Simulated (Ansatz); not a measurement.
`NB(F)F` + CH₃SH → `CSB(F)F` + NH₃ at 600 K and 1 bar (ligand exchange at a B–N bond).

Calculated with Ansatz (gas phase, PBE0-D4/def2-TZVP geometries, no zero-point term in ΔE). CBS: MP2 limit from def2 TZ/QZ plus the TZ coupled-cluster correction, frozen cores. This one scheme is used for every species. One conformer a species, not always the lowest.

```json
{"species": "`NB(F)F`", "CCSD(T)/CBS energy (Eh)": "-280.46129", "H − E (kJ/mol)": "134.4", "S (J/(mol·K))": "326.3"}
{"species": "CH₃SH", "CCSD(T)/CBS energy (Eh)": "-438.22835", "H − E (kJ/mol)": "152.3", "S (J/(mol·K))": "296.8"}
{"species": "`CSB(F)F`", "CCSD(T)/CBS energy (Eh)": "-662.16308", "H − E (kJ/mol)": "179.3", "S (J/(mol·K))": "404.3"}
{"species": "NH₃", "CCSD(T)/CBS energy (Eh)": "-56.50880", "H − E (kJ/mol)": "112.4", "S (J/(mol·K))": "219.5"}
```

H − E and S are ideal-gas, rigid-rotor, harmonic terms from PBE0-D4/def2-TZVP, for one conformer and one mirror image of each species. 1 Eh = 2625.50 kJ/mol, R = 8.31446 J/(mol·K).

Question: By hand: ΔE, ΔH, ΔS and ΔG.

Answer: ΔE = (-662.16308) + (-56.50880) − (-280.46129) − (-438.22835) = 0.01776 Eh = 46.6 kJ/mol. Δ(H − E) = 179.3 + 112.4 − 134.4 − 152.3 = 5.0, so ΔH = 51.6 kJ/mol. ΔS = 404.3 + 219.5 − 326.3 − 296.8 = 0.7 J/(mol·K). ΔG = 51.6 − 600 × (0.7)/1000 = 51.2 kJ/mol.

Question: By hand: the equilibrium constant, and the temperature at which ΔG would vanish if ΔH and ΔS stayed fixed.

Answer: log₁₀ K = −ΔG/(RT ln 10) = -4.5. ΔG = 0 at ΔH/ΔS = 73714 K, far beyond where these terms or the molecules hold.

The number of gas molecules stays the same, so ΔS is small and ΔH decides. A doubt of 5 kJ/mol in ΔE shifts log₁₀ K by 0.4 here. Other conformers and mirror images would add mixing entropy, several J/(mol·K) or more a flexible species. These are equilibria of isolated gas molecules and say nothing of rates. Largest T1 diagnostic: 0.012 (customary marks: 0.02 for closed shells, 0.045 for open ones).
